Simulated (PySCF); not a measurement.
Partial charges of 1,1,1,2,2,3,3-heptafluoropropane

Compound: 1,1,1,2,2,3,3-heptafluoropropane, C3HF7.
Geometry (GFN2-xTB, Å), atoms numbered from 1 in this order:
```
atom  x, y, z in Å
F1     1.2948    0.4023   -1.4867
C2     1.3066    0.2995   -0.1507
F3     1.2752    1.5386    0.3577
C4     0.0754   -0.5080    0.3341
F5     0.1748   -1.7706   -0.1268
F6     0.1044   -0.5810    1.6792
C7    -1.2995    0.0767   -0.1033
F8    -1.4634    1.3104    0.3606
F9    -1.4069    0.1128   -1.4266
F10   -2.2892   -0.6742    0.3680
H11    2.2332   -0.2039    0.1686
```

Density: PBE0/pcSseg-1 (PySCF); schemes: Mulliken, IAO, Hirshfeld and ESP-fitted. One conformer (not necessarily the lowest) at the GFN2-xTB geometry, without solvent, vibrations or thermal averaging.

Task: Atoms with like bonding are taken together and averaged. For which atoms does the sign change between the 4 schemes (beyond +0.03 e in one, beyond −0.03 e in another)?

Result: For none.

Task: Which atoms carry the highest charge in the Mulliken, IAO, Hirshfeld and ESP-fitted schemes?

Result: All schemes agree: Mulliken C7 (+0.811); IAO C7 (+0.789); Hirshfeld C7 (+0.240); ESP-fitted C7 (+0.512).

Task: Give the atomic charges in each scheme.

Result: In e; atoms taken as equivalent share a row and are averaged (×n: the atom named and its like, n in all):

```json
{"atom": "F1/F3", "environment": "fluorine of a CF2 group", "Mulliken": "-0.273", "IAO": "-0.278", "Hirshfeld": "-0.088", "ESP-fitted": "-0.154"}
{"atom": "C2", "environment": "CHF2 carbon", "Mulliken": "+0.525", "IAO": "+0.422", "Hirshfeld": "+0.132", "ESP-fitted": "+0.191"}
{"atom": "C4", "environment": "CF2 carbon", "Mulliken": "+0.356", "IAO": "+0.501", "Hirshfeld": "+0.146", "ESP-fitted": "+0.154"}
{"atom": "F5/F6", "environment": "fluorine of a CF2 group", "Mulliken": "-0.269", "IAO": "-0.270", "Hirshfeld": "-0.081", "ESP-fitted": "-0.131"}
{"atom": "C7", "environment": "CF3 carbon", "Mulliken": "+0.811", "IAO": "+0.789", "Hirshfeld": "+0.240", "ESP-fitted": "+0.512"}
{"atom": "F8/F9/F10", "environment": "fluorine of a CF3 group", "Mulliken": "-0.246", "IAO": "-0.260", "Hirshfeld": "-0.081", "ESP-fitted": "-0.151"}
{"atom": "H11", "environment": "methine hydrogen", "Mulliken": "+0.131", "IAO": "+0.164", "Hirshfeld": "+0.062", "ESP-fitted": "+0.164"}
```

Mean size of the charges over all atoms: IAO 0.341 e, Mulliken 0.332 e, ESP-fitted 0.186 e, Hirshfeld 0.105 e. Each set sums to the total charge, 0, to within 0.001 e. The ESP scheme fits charges at the nuclei, held to the total charge, to the electrostatic potential on points at 1.4 to 2.0 times the van der Waals radii.

Task: How closely do the schemes follow one another over all atoms?

Result: Correlation coefficient and root-mean-square difference: IAO with Hirshfeld 1.00, 0.263 e; Mulliken with Hirshfeld 0.99, 0.261 e; Mulliken with IAO 0.99, 0.055 e; Hirshfeld with ESP-fitted 0.98, 0.103 e; Mulliken with ESP-fitted 0.97, 0.175 e; IAO with ESP-fitted 0.97, 0.180 e.

Task: How many electrons does the IAO scheme count on F9?

Result: Its own charge is -0.260 e, so Z − q = 9.260.

Task: Sum the charges by element, for elements with more than one atom.

Result: 
```csv
element,atoms,Mulliken,IAO,Hirshfeld,ESP-fitted
F,7,-1.823,-1.876,-0.580,-1.021
C,3,+1.692,+1.712,+0.518,+0.857
```

These values come from a run that also computed NMR shieldings. Time: 33 s of wall time. Hardware: one thread of an Arm Neoverse N1, on a shared host.
